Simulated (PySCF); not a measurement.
A structure optimised at TPSSh-D3(BJ)/def2-SVP, used in a PySCF frequency run:

```
C
C 1 1.3488
H 2 1.0978 1 122.83
H 2 1.0979 3 115.09 1 180.00
H 1 1.0987 2 117.25 3 0.00
Al 1 1.9383 5 123.11 2 -180.00
H 6 1.5771 1 121.50 5 180.00
Br 6 2.2688 7 118.42 4 -180.00
```
Charge 0, spin multiplicity 1.

### Question
Write its SMILES, formula and point group.

### Answer
C=[CH][AlH][Br], C2H4AlBr, Cs

### Question
What are its rotational constants (standard atomic weights)?

### Answer
19.189, 1.2234, 1.1501 GHz
